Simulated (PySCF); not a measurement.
# UHF on C²⁺ (carbon, charge +2)

Configuration: [He] 2s2, closed-shell 1S. Calculation: PySCF 2.14, in x2c-QZVPPall with one added diffuse shell each of s, p, d, f type (8s5p4d3f1g, 73 functions); the spin-free X2C one-electron Hamiltonian (Gaussian nucleus).

| Property | Result |
| --- | --- |
| Total energy | -36.423676 hartree |
| One-electron energy | -44.1484 hartree |
| Hartree (Coulomb) energy | 12.0429 hartree |
| Exchange energy | -4.3182 hartree |
| ⟨S²⟩ | 0.0000 |
| ⟨L²⟩ | 0.000 |
| Sum of ⟨r⟩ | 3.278 bohr |
| Sum of ⟨r²⟩ | 4.620 bohr² |
| Langevin diamagnetic susceptibility | -3.66 ×10⁻⁶ cm³/mol |
| Time after the integrals | 0.26 s of wall time on 1 thread of Neoverse-V2 (shared host) |

| shell | electrons | mean orbital energy (hartree) | rms radius, mean of both spins (bohr) |
| --- | --- | --- | --- |
| 1s | 2 | -12.65472 | 0.310 |
| 2s | 2 | -1.69477 | 1.49 |
